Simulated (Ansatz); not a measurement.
A run for Ansatz (a program for electronic structure): U-wB97X-V/def2-TZVPP on MoH, 2S+1 = 4, a spin state set in the input, which need not be the lowest, a point of a bond scan (R = 1.707 Å). Elements past Kr take the def2 small-core potentials; no spin–orbit coupling.

Ansatz 0.2 input:
```yaml
crystal:
  periodic: [false, false, false]
  atoms:
    - {symbol: Mo, position_ang: [0.00000000, 0.00000000, 0.00000000]}
    - {symbol: H, position_ang: [0.00000000, 0.00000000, 1.70664700]}
basis:
  gaussian:
    orbitals: def2-TZVPP
    pivot_positions_ang: [[0.00000000, 0.00000000, 0.00000000], [0.00000000, 0.00000000, 1.70664700]]
hamiltonian:
  xc: {name: wB97X-V}
magnetization: {spin_polarized: true, initial_magnetization: 3}
output: {forces: true, orbitals: {seedname: ./end}}
```

Give the final energy of this run.

-68.6025 hartree. Its determinant has ⟨S²⟩ = 4.72, a mixture of spin states.

How many basis functions does it have, and what does it roughly cost on one machine?

70 functions; roughly 30 core-seconds.
